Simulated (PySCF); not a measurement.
Computed IR spectrum (relative IR intensity) of a molecule C3H8Ge. Geometry: PBE-D3(BJ)/def2-SVP. One conformer was computed; it need not be the lowest. Calculation: PySCF with PBE-D3(BJ)/def2-SVP. Frequencies are harmonic and unscaled.

Lines under 2 % of the strongest are left out, and lines within 2 cm⁻¹ are merged.

```tsv
ν (cm⁻¹)	relative intensity
385	3.4
473	6.3
501	5.7
535	19
708	6.0
790	30
796	100
854	13
858	14
880	24
986	5.3
1027	5.9
1117	4.9
1171	6.5
1362	2.1
1394	3.4
1662	13
2066	71
2082	73
2091	67
2985	4.8
3064	9.9
3169	5.7
```

**Question.** Pick the molecule that these values belong to.
(A) C=C[CH2][GeH3]
(B) C=[CH][GeH2][CH3]
(C) C=[C](C)[GeH3]
(D) C/C=[CH]\[GeH3]

**Answer.** A, C=C[CH2][GeH3]
